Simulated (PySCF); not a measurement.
**Vertical excitation energies**

Compound: C₃H₆BNO₂.
Atom-mapped SMILES: `[BH3-:1][N+:2]#[C:3][CH2:4][O:5][CH:6]=[O:7]` (hydrogens: H8, H9, H10 on B1; H11, H12 on C4; H13 on C6)

The calculation used TDDFT PBE0/def2-SVPD, vertical, gas phase, core orbitals frozen in the response (PySCF 2.14.0, density-fitted response routines). Isolated species at its PBE0-D3(BJ)/def2-SVP geometry (one conformer only). Torsions of this conformer, `[BH3-:1][N+:2]#[C:3][CH2:4][O:5][CH:6]=[O:7]`: C3–C4–O5–C6 91°, C4–O5–C6–O7 0°.

| state | E (eV) | ν̃ (cm⁻¹) | f | \|μ\| (D) | main configurations (H = HOMO, L = LUMO) |
| --- | --- | --- | --- | --- | --- |
| S1 | 5.08 | 40960 | 0.0037 | 0.44 | H→L (88%), H→L+1 (8%) |
| S2 | 5.42 | 43740 | 0.056 | 1.65 | H-1→L (69%), H→L+2 (24%) |
| S3 | 5.72 | 46160 | 0.0072 | 0.57 | H-1→L+2 (80%), H-1→L+1 (15%) |
| S4 | 5.90 | 47590 | 0.0003 | 0.11 | H-2→L+1 (53%), H-2→L (21%), H-1→L+1 (15%) |
| S5 | 6.02 | 48560 | 0.010 | 0.66 | H→L+1 (88%), H→L (8%) |
| S6 | 6.13 | 49460 | 0.0063 | 0.52 | H-1→L+1 (57%), H-2→L+1 (16%), H-1→L+2 (9%) |
| S7 | 6.59 | 53160 | 0.639 | 5.06 | H→L+2 (68%), H-1→L (18%), H-1→L+1 (9%) |
| S8 | 6.93 | 55880 | 0.0073 | 0.53 | H→L+3 (95%) |
| S9 | 6.96 | 56120 | 0.0063 | 0.49 | H-1→L+3 (94%) |
| S10 | 7.14 | 57550 | 0.0088 | 0.57 | H-2→L (68%), H-2→L+1 (27%) |

Triplets, Tamm–Dancoff:

```json
{"state": "T1", "E (eV)": "4.60", "λ (nm)": "269.7", "main configurations (H = HOMO, L = LUMO)": "H-1→L (78%), H-1→L+1 (10%)"}
{"state": "T2", "E (eV)": "4.82", "λ (nm)": "257.2", "main configurations (H = HOMO, L = LUMO)": "H→L (82%), H→L+1 (9%)"}
{"state": "T3", "E (eV)": "5.15", "λ (nm)": "240.9", "main configurations (H = HOMO, L = LUMO)": "H→L+2 (81%)"}
{"state": "T4", "E (eV)": "5.32", "λ (nm)": "233.2", "main configurations (H = HOMO, L = LUMO)": "H-2→L+1 (69%), H-2→L (24%)"}
```

The lowest singlet lies at 5.08 eV (244 nm, ultraviolet) and is very weak; its leading configuration is HOMO→LUMO (88%). The strongest level in the table is S7 at 6.59 eV (188 nm, f = 0.639). Löwdin shares by element: HOMO hydrogen 40% or more, boron 38%, nitrogen 10%; LUMO carbon 44%, nitrogen 25% (atoms not listed hold the other 31%). Orbital energies (eV): HOMO-3 -10.58, HOMO-2 -9.61, HOMO-1 -7.93, HOMO -7.89, LUMO -1.46, LUMO+1 -1.12, LUMO+2 -0.76. Weighted by f, the mean energy of these states is 6.49 eV. Of the 10 states listed, 2 reach f = 0.01 and 1 stays under 0.0005. The vertical ionisation energy (ΔSCF) is 10.15 eV, 3.01 eV above S10. Only the lowest 10 singlets were computed, as vertical energies without vibronic structure.

The run took 2.7 min of wall time on one thread, Arm Neoverse V2 (aarch64), no GPU, shared host with 96 logical CPUs at a one-minute load of 85, and the process peaked at 0.94 GiB of memory.
